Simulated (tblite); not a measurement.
Species: C6H10F (doublet state).
Atom-mapped SMILES: `[CH3:1][C@@H:2]1[CH2:3][CH2:4][C:5]1[CH2:6][F:7]` (hydrogens: H8, H9, H10 on C1; H11 on C2; H12, H13 on C3; H14, H15 on C4; H16, H17 on C6)

Cartesian coordinates in Å at the GFN2-xTB level; atoms count from 1:
```
atom  x, y, z in Å
C1    -0.886   -1.586   -0.412
C2    -0.819   -0.234    0.301
C3    -1.188    0.997   -0.559
C4     0.255    1.521   -0.415
C5     0.545    0.350    0.453
C6     1.796   -0.190    0.989
F7     2.491   -0.972    0.040
H8    -0.467   -2.367    0.218
H9    -0.315   -1.550   -1.337
H10   -1.919   -1.836   -0.643
H11   -1.385   -0.308    1.238
H12   -1.477    0.752   -1.578
H13   -1.943    1.642   -0.117
H14    0.827    1.554   -1.347
H15    0.356    2.500    0.062
H16    2.501    0.604    1.262
H17    1.622   -0.865    1.834
```

Level: GFN2-xTB in tblite, geometry and Hessian alike; calculated harmonic values, unscaled, isolated species. This tight-binding method is rough: wavenumbers can miss measured ones by several per cent, in bad cases by 10 to 20. One conformer, not necessarily the lowest. Open shells enter through the occupations alone, without spin polarisation, and single modes of such species can be off by tens of per cent.

Harmonic wavenumbers (cm⁻¹): 42.8, 50.7, 115.4, 195.2, 241.3, 347.4, 356.6, 473.2, 656.4, 766.1, 812.9, 819.3, 910.8, 918.6, 936.2, 992.9, 1023.9, 1037.3, 1098.8, 1131.3, 1152.6, 1174.2, 1208.8, 1217.2, 1228.6, 1266.6, 1284.3, 1289.0, 1367.4, 1398.3, 1422.2, 1440.7, 1472.9, 1489.6, 1496.3, 2873.0, 2899.1, 2923.9, 2931.5, 2938.5, 3019.7, 3024.1, 3028.7, 3039.1, 3045.1.

A = 3853, B = 2053, C = 1561 MHz; mass 101.077 u (most abundant isotopes); point group C1, symmetry number 1; spin multiplicity 2.

What is the zero-point energy?

Half the sum of the wavenumbers: 31279 cm⁻¹ = 374.18 kJ/mol.

Entropy at 298.15 K, 1 bar (ideal gas, RRHO, classical rotation)?

Translation 166.42, rotation 115.71, vibration 93.16, spin (R ln 2) 5.76: S = 381.1 J/(mol K).

And Cp and H(298.15 K) − H(0)?

Cp = 125.44 J/(mol K), of which vibrations give 92.19 (their classical limit is 45 R = 374.2); H(298.15 K) − H(0) = 23.71 kJ/mol without the zero-point energy, 13.79 from vibrations.

How do the functions run with temperature in this model?

```tsv
T (K)	S (J/(mol K))	Cp (J/(mol K))	H − H(0) (kJ/mol)	G − H(0) (kJ/mol)	ln q(vib)
50	243.1	52.6	2.12	-10.03	0.65
100	284.1	67.0	5.12	-23.29	1.75
373.15	412.2	153.6	34.17	-119.66	7.04
500	463.4	197.1	56.50	-175.22	9.45
750	556.0	259.1	114.12	-302.91	14.26
1000	636.5	299.5	184.29	-452.22	18.92
```

q(vib) and H(0) count from the zero-point level.

Blend soft modes into free rotors: weight 1/[1 + (100 cm⁻¹/ν̃)⁴] for the oscillator and the rest for a rotor with moment μB/(μ + B), μ = h/(8π²ν), B = 10⁻⁴⁴ kg m². What vibrational entropy results?

81.79 J/(mol K) in place of 93.16, which changes −T·S at 298.15 K by +3.39 kJ/mol.

What must be added to the electronic energy to get the Gibbs energy at 298.15 K and 1 bar?

ZPE + [H(298.15 K) − H(0)] − T·S = 374.18 + 23.71 − 113.61 = 284.28 kJ/mol.

Which modes carry the vibrational entropy at 298.15 K?

42.8 cm⁻¹: 21.44; 50.7 cm⁻¹: 20.04; 115.4 cm⁻¹: 13.29; 195.2 cm⁻¹: 9.11; 241.3 cm⁻¹: 7.50; 347.4 cm⁻¹: 4.93 J/(mol K); the other 39 give 16.84 together.

Hindered rotation and anharmonicity are outside this model. Other conformers, if any are populated, would add a mixing term that is left out. The structure is chiral; the term R ln 2 for an equal mix with its mirror image is left out.
